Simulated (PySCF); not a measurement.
Gas-phase reaction: GaH2Cl + GaCl3 ⇌ 2 GaHCl2

Computed with PySCF and rigid-rotor harmonic-oscillator thermochemistry at 1 bar. † marks an energy on the PBE0/def2-TZVP geometry and frequencies; other levels use their own. All species are closed-shell singlets. B3LYP is the form with VWN-RPA correlation. Ga: all electrons, no relativistic terms. GaH2Cl, GaHCl2: computed as isolated molecules; such fragments, hydroxides, amides, oligomers or adducts are transient or little studied in the gas.

HF/def2-TZVP† gives ΔH°(298 K) = -16 kJ.

Task: What do B3LYP/def2-TZVP†, PBE0/def2-QZVP†, PBE0/def2-TZVP give?

Result: B3LYP/def2-TZVP†: -19 kJ; PBE0/def2-QZVP†: -18 kJ; PBE0/def2-TZVP: -18 kJ. For scale, ΔH°(298 K) is -16 kJ at this level, -17 kJ at ωB97M-V/def2-TZVP†, and runs from -25 to -13 kJ over the 20 levels computed.
